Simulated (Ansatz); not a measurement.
The same ligand exchange along the group F, Cl, Br, I.

Program: Ansatz. Geometries: PBE0-D4/def2-TZVP. ΔE: electronic, gas phase. CCSD(T)/CBS adds triple-zeta CCSD(T) − MP2 to the extrapolated MP2 energy (def2 sets, frozen cores). This one scheme is used for every species. Functionals use def2-TZVPP. B3LYP here is the variant with VWN-RPA as its local correlation; programs differ in this. Elements past krypton have def2 core potentials. For Br, Ge, I outer-core shells are correlated without core-valence functions, which leaves a few kJ/mol of doubt a bond. Scalar relativity is left out up to krypton.

```
                                        reaction  B3LYP-D4 (kJ/mol)  revPBE-D4 (kJ/mol)  HF/CBS(def2) (kJ/mol)  RPA@PBE/def2-TZVPP (kJ/mol)  CCSD(T)/CBS(def2) (kJ/mol)
   `[CH3][GeH2][F]` + H–F → `[F][GeH2][F]` + CH₄                -85                 -76                   -101                          -77                         -72
`[CH3][GeH2][Cl]` + HCl → `[Cl][GeH2][Cl]` + CH₄                -87                 -83                    -95                          -74                         -78
`[CH3][GeH2][Br]` + HBr → `[Br][GeH2][Br]` + CH₄                -94                 -91                    -99                          -80                         -86
    `[CH3][GeH2][I]` + HI → `[I][GeH2][I]` + CH₄                -98                 -95                    -98                          -80                         -92
```

Largest T1 diagnostic: 0.012, for `[F][GeH2][F]`.
